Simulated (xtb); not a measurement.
Ta(NH)(Cl)2(Me) (CH4Cl2NTa), SMILES [CH3][Ta](=[NH])([Cl])[Cl], multiplicity 1. All values are semi-empirical tight-binding results from xtb (GFN2-xTB unless named), good for trends rather than for accurate numbers. Coordinates come from a GFN2-xTB optimisation. The multiplicity is an assumed one; other spin states were not compared.

Optimised geometry:

```xyz
9

Ta     0.1081    -0.0520    -0.1748
N      1.0141    -0.5227    -1.6326
H      1.5196    -0.8600    -2.4407
Cl     0.9893    -0.3186     1.8474
Cl    -2.0745    -0.4385    -0.0196
C      0.2121     2.2262    -0.4816
H      1.2308     2.5966    -0.3737
H     -0.4110     2.6991     0.2801
H     -0.1517     2.5284    -1.4621
```

For metal compounds this method's bond lengths and energies can be far off.

Q: Estimate the properties. (An estimate is asked for; the answer gives what the named calculation found.)

A: 
- orbital gap: 2.24 eV
- zero-point energy: 31.1 kcal/mol
- G − E(el) at 298.15 K (modified RRHO): 8.1 kcal/mol

Computed atomic charges and the Wiberg bond orders between heavy atoms:
charges (e) Ta1 0.74, N2 -0.43, H3 0.21, Cl4 -0.28, Cl5 -0.28, C6 -0.19, H7 0.08, H8 0.07, H9 0.08. Bond orders Ta1–N2 2.31, Ta1–Cl4 1.11, Ta1–Cl5 1.11, Ta1–C6 0.95.
